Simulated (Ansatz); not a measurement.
Computed with Ansatz on PBE0-D4/def2-TZVP structures; ΔE is electronic, products minus reactants. CCSD(T)/CBS is the MP2 limit (def2-TZVPP, def2-QZVPP) plus CCSD(T) − MP2 in def2-TZVPP, frozen cores. Functionals use def2-TZVPP. One conformer a species, not always the lowest.

`BC(B)(C)F` + `CN[SiH2]N` → `BN[SiH2]NC` + `BC(C)F`  (ligand exchange at a B–C bond)

CCSD(T)/CBS gives -139.0 kJ/mol.

Q: Another level gave -142.3 kJ/mol. Which?
A. HF/def2-TZVPP
B. ωB97X-V/def2-TZVPP
C. CCSD(T)/def2-TZVPP
D. r2SCAN-D4/def2-TZVPP

A: C. CCSD(T)/def2-TZVPP -142.3, r2SCAN-D4 -126.5, ωB97X-V -137.9, HF/def2-TZVPP -182.4 kJ/mol.

Largest T1 diagnostic among the species: 0.012.

In def2-TZVPP, CCSD(T) changes the Hartree–Fock value by +40.0 kJ/mol (the triples alone add +5.7 kJ/mol) and MP2 by +45.5 kJ/mol. From PBE to PBE0 (25 % exact exchange), in def2-TZVPP and without D4, ΔE moves by −5.7 kJ/mol.
